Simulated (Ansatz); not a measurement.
Positional isomers: propene silyl. All species are isolated molecules in the gas phase. One relaxed conformer stands for each flexible species; it need not be the lowest. Strings in code marks are SMILES.

Quantity: vertical ionisation energy (energy after one electron is removed minus that of the parent at the parent's geometry), in eV.

A: `C=C(C)[SiH3]`
B: `C=CC[SiH3]` (C–C–C–Si torsion 106°)
C: `C/C=C/[SiH3]`
D: `C/C=C\[SiH3]`

**Question.** Put the candidates in order of vertical ionisation energy (energy after one electron is removed minus that of the parent at the parent's geometry), lowest first, for frozen-core MP2/cc-pVTZ // PBE-D3(BJ)/def2-TZVP (Ansatz, a first-principles code).

**Answer.** B (9.63 eV), D (9.98 eV), C (10.00 eV), A (10.04 eV)
